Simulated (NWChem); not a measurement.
Molecule: Si2H4, singlet; SMILES [SiH3][SiH]

Program: NWChem. Low-valent species are run as closed-shell singlets; no triplet was tried in these runs. Structure relaxed at the PBE0-D3(BJ)/def2-TZVP level. Static field.

For level PBE/def2-TZVP:

```
Property                          Result
--------------------------------  ------
isotropic polarisability (bohr³)    65.6
anisotropy (bohr³)                  34.9
```

### Question
Estimate the same quantities for level PBE/def2-SVP.

### Answer
| Quantity | Result |
|---|---|
| isotropic polarisability (bohr³) | 58.7 |
| anisotropy (bohr³) | 31.3 |
